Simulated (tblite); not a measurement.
Species: C5H13BGeO.
Atom-mapped SMILES: `[BH2:1][C@@H:2]([O:3][GeH3:4])[C:5](=[CH2:6])[CH2:7][CH3:8]` (hydrogens: H9, H10 on B1; H11 on C2; H12, H13, H14 on Ge4; H15, H16 on C6; H17, H18 on C7; H19, H20, H21 on C8)

Computed with GFN2-xTB (tblite), gas phase: L-BFGS steps from a force-field or distance-geometry start until the largest atomic force falls under 0.01 eV/Å.

Step 232: E = -667.5061 eV
```
atom  x, y, z in Å  |  force x, y, z in eV/Å
B1      0.7137   -2.0287    1.2048   -0.055  -0.040  -0.048
C2      1.1173   -0.6371    0.5970    0.013  -0.011  -0.007
O3      1.9713   -0.7226   -0.5347   -0.006  -0.057   0.010
Ge4     2.2851    0.5418   -1.6829    0.017   0.057  -0.005
C5     -0.3080   -0.2244    0.2522   -0.046  -0.091  -0.080
C6     -0.9083   -0.7510   -0.8115    0.088   0.039   0.064
C7     -0.9081    0.7972    1.1744   -0.035  -0.033  -0.035
C8     -2.3205    1.2378    0.8158   -0.036   0.017   0.009
H9      0.2474   -2.0843    2.2765    0.040   0.061  -0.050
H10     0.8147   -2.9901    0.5477   -0.005   0.079   0.047
H11     1.5221    0.1044    1.2967    0.020  -0.036   0.010
H12     3.3627   -0.0774   -2.4987    0.028  -0.026   0.011
H13     2.7525    1.7750   -0.9508   -0.020   0.019  -0.049
H14     1.0920    0.8911   -2.5353   -0.002  -0.001   0.068
H15    -1.9047   -0.4828   -1.1205    0.065  -0.023   0.003
H16    -0.3775   -1.4611   -1.4245   -0.086  -0.017  -0.017
H17    -0.8969    0.3924    2.1889    0.009   0.018   0.050
H18    -0.2540    1.6740    1.1682    0.044   0.042   0.010
H19    -2.6197    2.0595    1.4639   -0.038  -0.047  -0.008
H20    -2.3633    1.5834   -0.2147   -0.007   0.029   0.029
H21    -3.0268    0.4199    0.9416    0.014   0.020  -0.014
```

Step 233: E = -667.5078 eV
```
atom  x, y, z in Å  |  force x, y, z in eV/Å
B1      0.7030   -2.0239    1.2054   -0.026  -0.003  -0.051
C2      1.1201   -0.6357    0.5944   -0.001  -0.050   0.013
O3      1.9729   -0.7263   -0.5372    0.004  -0.035  -0.004
Ge4     2.2908    0.5398   -1.6857    0.025   0.055   0.041
C5     -0.3056   -0.2240    0.2508   -0.004  -0.026   0.024
C6     -0.9043   -0.7473   -0.8135    0.056   0.033   0.058
C7     -0.9088    0.7952    1.1756    0.008  -0.003  -0.043
C8     -2.3234    1.2319    0.8188   -0.017  -0.008   0.017
H9      0.2474   -2.0740    2.2827    0.037   0.061  -0.071
H10     0.7914   -2.9862    0.5483   -0.008   0.076   0.045
H11     1.5274    0.1051    1.2923    0.019  -0.026   0.020
H12     3.3708   -0.0755   -2.4990    0.042  -0.040   0.003
H13     2.7539    1.7784   -0.9580   -0.023  -0.002  -0.044
H14     1.1006    0.8856   -2.5380   -0.036   0.006   0.041
H15    -1.8990   -0.4773   -1.1185   -0.012  -0.011  -0.031
H16    -0.3766   -1.4559   -1.4265   -0.042  -0.066  -0.067
H17    -0.8935    0.3896    2.1904    0.004   0.027   0.027
H18    -0.2572    1.6764    1.1690    0.011  -0.010   0.010
H19    -2.6233    2.0508    1.4694   -0.045  -0.033  -0.008
H20    -2.3685    1.5785   -0.2114   -0.009   0.032   0.036
H21    -3.0272    0.4117    0.9449    0.018   0.022  -0.017
```

Task: Estimate the geometry and energy of step 234. (The exact step hangs on the optimiser's Hessian estimate; all steps are aligned on step 233, rigid shifts and turns removed.)

Result: E = -667.5103 eV, largest force 0.079 eV/Å
```
atom  x, y, z in Å  |  force x, y, z in eV/Å
B1      0.6877   -2.0115    1.2055   -0.002   0.010  -0.059
C2      1.1239   -0.6298    0.5939    0.008  -0.062   0.012
O3      1.9759   -0.7288   -0.5372    0.015   0.023  -0.027
Ge4     2.3018    0.5344   -1.6928    0.021   0.000   0.073
C5     -0.3035   -0.2227    0.2516    0.039   0.011   0.059
C6     -0.8973   -0.7404   -0.8171    0.035  -0.007  -0.012
C7     -0.9113    0.7918    1.1796    0.033   0.000  -0.029
C8     -2.3295    1.2217    0.8278   -0.010  -0.040   0.020
H9      0.2477   -2.0556    2.2883    0.016   0.056  -0.050
H10     0.7533   -2.9743    0.5472   -0.003   0.070   0.036
H11     1.5329    0.1121    1.2899    0.011  -0.034   0.008
H12     3.3873   -0.0843   -2.4970    0.030  -0.042   0.006
H13     2.7620    1.7798   -0.9768   -0.021   0.000  -0.025
H14     1.1145    0.8733   -2.5496   -0.046   0.008   0.027
H15    -1.8911   -0.4702   -1.1224   -0.048  -0.001  -0.035
H16    -0.3703   -1.4433   -1.4390   -0.035  -0.046  -0.028
H17    -0.8902    0.3843    2.1947    0.003   0.047  -0.006
H18    -0.2645    1.6777    1.1709   -0.004  -0.037   0.020
H19    -2.6336    2.0320    1.4870   -0.049  -0.023  -0.015
H20    -2.3780    1.5759   -0.1999   -0.015   0.029   0.051
H21    -3.0267    0.3945    0.9495    0.023   0.036  -0.025
```

The energy changes by -0.0024 eV. The first-order estimate −F·Δx gives -0.0033 eV and the mean of the old and new forces, exact on a quadratic surface, -0.0024 eV. The step makes an angle of 81° with the force vector and moves no atom by more than 0.040 Å.

What follows is the cost of the whole relaxation. Time: 3.6 s of wall time. Hardware: one thread of an Arm Neoverse N1, no GPU, shared host with 64 logical CPUs at a one-minute load of 58.
